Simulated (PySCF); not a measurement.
A species of formula C4H11NO2Si has this rotational fingerprint, computed with PBE0/pcSseg-1 in PySCF (dipole) on a GFN2-xTB geometry, gas phase:

- Rotational constants: A = 3850, B = 790.8, C = 698.4 MHz
- Dipole components: |μa| = 0.95 D, |μb| = 0.90 D, |μc| = 0.77 D
- Inertial defect: -46.77 u·Å²
- κ: -0.94

Question: Which candidate fits, each taken in the one conformer that was computed?
A. `[CH2:1]=[CH:2][CH2:3][Si@@:4]([NH2:5])([OH:6])[O:7][CH3:8]` with C1–C2–C3–Si4 -104°, C2–C3–Si4–N5 -62°, C3–Si4–N5–H -51° and 176°, C3–Si4–O6–H -55°, C3–Si4–O7–C8 -78°
B. `[NH2:1][CH2:2][SiH:3]1[O:4][CH2:5][CH2:6][CH2:7][O:8]1` with H–N1–C2–Si3 -56° and -174°, N1–C2–Si3–O4 73°, C2–Si3–O4–C5 150°, Si3–O4–C5–C6 -47°, O4–C5–C6–C7 60°, C5–C6–C7–O8 -61°
C. `[CH3:1][C@@H:2]([OH:3])/[C:4]([CH2:5][OH:6])=[N:7]/[SiH3:8]` with C1–C2–O3–H 94°, C1–C2–C4–C5 71°, C2–C4–C5–O6 -108°, C4–C5–O6–H -56°
D. `[CH2:1]=[CH:2][CH2:3][O:4][Si@@:5]([CH3:6])([NH2:7])[OH:8]` with C1–C2–C3–O4 0°, C2–C3–O4–Si5 -171°, C3–O4–Si5–C6 -63°, O4–Si5–N7–H -55° and 169°, O4–Si5–O8–H -45°
E. `[H]/[N:8]=[CH:7]/[C@H:5]([O:4][SiH2:3][O:2][CH3:1])[CH3:6]` with C1–O2–Si3–O4 -177°, O2–Si3–O4–C5 -177°, Si3–O4–C5–C6 -168°, O4–C5–C7–N8 -145°

Answer: E. It is [H]/N=C/[C@@H](C)O[SiH2]OC, a near-prolate asymmetric top, point group C1. The candidates at the same level (rigid rotor, commonest isotopes):

```tsv
SMILES	A (MHz)	B (MHz)	C (MHz)	μa (D)	μb (D)	μc (D)	Δ (u·Å²)	point group	rotor
C[C@@H](O)/C(CO)=N/[SiH3]	2071	1247	879.1	1.53	1.05	0.39	-74.26	C1	asymmetric top
[H]/N=C/[C@@H](C)O[SiH2]OC	3850	790.8	698.4	0.95	0.90	0.77	-46.77	C1	near-prolate asymmetric top
NC[SiH]1OCCCO1	3558	1172	970.1	1.82	0.73	1.34	-52.32	C1	asymmetric top
C=CC[Si@@](N)(O)OC	2560	1080	976.4	0.05	0.14	0.27	-147.83	C1	asymmetric top
C=CCO[Si@@](C)(N)O	2856	932.4	898.4	0.09	1.71	1.32	-156.44	C1	near-prolate asymmetric top
```

`C[C@@H](O)/C(CO)=N/[SiH3]` has B 58 % too high; `NC[SiH]1OCCCO1` has B 48 % too high; `C=CCO[Si@@](C)(N)O` has C 29 % too high; `C=CC[Si@@](N)(O)OC` has C 40 % too high. No structure here is proved a minimum.
